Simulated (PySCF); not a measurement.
F$_{3}$In, triplet, at a GFN2-xTB geometry (such geometries of metal compounds can be far from the true shape) (a higher spin typed on purpose: for a closed-shell molecule this is an excited state) (all electrons, no relativity), with bond 2-1 at 3.0 times its length; PBE0/STO-3G (PySCF).

Here is a job for PySCF.
```python
from pyscf import gto, scf, dft

mol = gto.Mole()
mol.atom = '''
    In   -0.00000000   -0.00000000   -0.00000000
    F    -5.97239334   -3.63298797    0.10618131
    F     0.01794243    2.18957193   -0.79780488
    F     1.97285535   -0.97857595    0.76241111
'''
mol.basis = 'sto-3g'
mol.spin = 2
mol.verbose = 4
mol.build()

mf = dft.UKS(mol)
mf.xc = 'pbe0'
mf.kernel()
mo_i, mo_e, stable_i, stable_e = mf.stability(internal=True, external=False, return_status=True, nroots=6, tol=1e-6)
print('internally stable:', stable_i, ' externally stable:', stable_e)
if not stable_i:
    umf = mf.copy()
    umf.scf_summary = {}
    umf.kernel(umf.make_rdm1(mo_i, mf.mo_occ))
```

What the program printed (banner, timings and long lists left out):

```
PySCF version 2.14.0

[INPUT] verbose = 4
[INPUT] num. atoms = 4
[INPUT] num. electrons = 76
[INPUT] charge = 0
[INPUT] spin (= nelec alpha-beta = 2S) = 2
[INPUT] symmetry False subgroup None
[INPUT] Mole.unit = angstrom
[INPUT] Symbol           X                Y                Z      unit          X                Y                Z       unit  Magmom
[...]
nuclear repulsion = 254.476390301931
number of shells = 20
number of NR pGTOs = 126
number of NR cGTOs = 42
basis = sto-3g
ecp = {}

******** <class 'pyscf.dft.uks.UKS'> ********
method = UKS
initial guess = minao
damping factor = 0
level_shift factor = 0
DIIS = <class 'pyscf.scf.diis.CDIIS'>
diis_start_cycle = 1
diis_space = 8
diis_damp = 0
SCF conv_tol = 1e-09
SCF conv_tol_grad = None
SCF max_cycles = 50
direct_scf = True
direct_scf_tol = 1e-13
number electrons alpha = 39  beta = 37
XC library pyscf.dft.libxc version 7.1.2
    S. Lehtola, C. Steigemann, M. J. T. Oliveira, and M. A. L. Marques,  SoftwareX 7, 1–5 (2018)
XC functionals = pbe0
    C. Adamo and V. Barone,  J. Chem. Phys. 110, 6158 (1999)
    M. Ernzerhof and G. E. Scuseria,  J. Chem. Phys. 110, 5029 (1999)
radial grids:
    Treutler-Ahlrichs [JCP 102, 346 (1995); DOI:10.1063/1.469408] (M4) radial grids

becke partition: Becke, JCP 88, 2547 (1988); DOI:10.1063/1.454033
pruning grids: <function nwchem_prune>
grids dens level: 3
symmetrized grids: False
atomic radii adjust function: <function treutler_atomic_radii_adjust>
small_rho_cutoff = 0
Set gradient conv threshold to 3.16228e-05
tot grids = 64664
init E= -5963.76243172014

cycle= 1 E= -5978.58329832829  delta_E= -14.8  |g|= 0.324  |ddm|= 1.69

cycle= 2 E= -5975.24460585149  delta_E= 3.34  |g|= 1.87  |ddm|=  3.2

cycle= 3 E= -5978.51954589784  delta_E= -3.27  |g|= 0.532  |ddm|= 2.07
cycle= 4 E= -5978.69063474244  delta_E= -0.171  |g|= 0.314  |ddm|= 0.383

cycle= 5 E= -5965.44400583215  delta_E= 13.2  |g|= 0.164  |ddm|= 3.98
cycle= 6 E= -5978.79553837318  delta_E= -13.4  |g|= 0.0495  |ddm|= 3.99

cycle= 7 E= -5965.44707143425  delta_E= 13.3  |g|= 0.162  |ddm|= 3.99

cycle= 8 E= -5965.44755705482  delta_E= -0.000486  |g|= 0.161  |ddm|= 0.00354

cycle= 9 E= -5979.2266500428  delta_E= -13.8  |g|= 0.202  |ddm|= 3.73
cycle= 10 E= -5978.7862154266  delta_E= 0.44  |g|= 0.103  |ddm|= 1.42
cycle= 11 E= -5978.78105347075  delta_E= 0.00516  |g|= 0.122  |ddm|= 0.0651
cycle= 12 E= -5978.77357048053  delta_E= 0.00748  |g|= 0.146  |ddm|= 0.0795
[...]
cycle= 37 E= -5979.28283223987  delta_E= -8.01e-06  |g|= 0.00063  |ddm|= 0.0131
cycle= 38 E= -5979.28283291416  delta_E= -6.74e-07  |g|= 0.000168  |ddm|= 0.00315
cycle= 39 E= -5979.28283295533  delta_E= -4.12e-08  |g|= 4.01e-05  |ddm|= 0.000577
cycle= 40 E= -5979.28283296237  delta_E= -7.05e-09  |g|= 1.31e-05  |ddm|= 0.000308
cycle= 41 E= -5979.2828329639  delta_E= -1.53e-09  |g|= 8.62e-06  |ddm|= 0.000147
cycle= 42 E= -5979.28283296454  delta_E= -6.41e-10  |g|= 7.15e-06  |ddm|= 6.51e-05
Extra cycle  E= -5979.28283296497  delta_E= -4.33e-10  |g|= 7.13e-06  |ddm|= 4.53e-05
converged SCF energy = -5979.28283296497  <S^2> = 2.0354211  2S+1 = 3.0235218
uhf_internal: lowest eigs of H = [-1.49817502e-04 -5.43620656e-05  8.45219722e-02  9.59297759e-02
  1.12867337e-01  1.19662318e-01]
<class 'pyscf.dft.uks.UKS'> wavefunction has an internal instability
internally stable: False  externally stable: None

******** <class 'pyscf.dft.uks.UKS'> ********
method = UKS
initial guess = minao
damping factor = 0
level_shift factor = 0
DIIS = <class 'pyscf.scf.diis.CDIIS'>
diis_start_cycle = 1
diis_space = 8
diis_damp = 0
SCF conv_tol = 1e-09
SCF conv_tol_grad = None
SCF max_cycles = 50
direct_scf = True
direct_scf_tol = 1e-13
number electrons alpha = 39  beta = 37
XC library pyscf.dft.libxc version 7.1.2
    S. Lehtola, C. Steigemann, M. J. T. Oliveira, and M. A. L. Marques,  SoftwareX 7, 1–5 (2018)
XC functionals = pbe0
    C. Adamo and V. Barone,  J. Chem. Phys. 110, 6158 (1999)
    M. Ernzerhof and G. E. Scuseria,  J. Chem. Phys. 110, 5029 (1999)
radial grids:
    Treutler-Ahlrichs [JCP 102, 346 (1995); DOI:10.1063/1.469408] (M4) radial grids

becke partition: Becke, JCP 88, 2547 (1988); DOI:10.1063/1.454033
pruning grids: <function nwchem_prune>
grids dens level: 3
symmetrized grids: False
atomic radii adjust function: <function treutler_atomic_radii_adjust>
small_rho_cutoff = 0
Set gradient conv threshold to 3.16228e-05
init E= -5979.28283015408
cycle= 1 E= -5979.28283015094  delta_E= 3.14e-09  |g|= 9.06e-05  |ddm|= 0.000318
cycle= 2 E= -5979.28283009826  delta_E= 5.27e-08  |g|= 0.000238  |ddm|= 0.000627
cycle= 3 E= -5979.2828301606  delta_E= -6.23e-08  |g|= 1.88e-05  |ddm|= 0.000453
cycle= 4 E= -5979.28283016112  delta_E= -5.26e-10  |g|= 8.35e-06  |ddm|= 4.62e-05
Extra cycle  E= -5979.28283016147  delta_E= -3.47e-10  |g|= 1.14e-05  |ddm|= 5.1e-05
converged SCF energy = -5979.28283016147  <S^2> = 2.0354195  2S+1 = 3.0235208
```
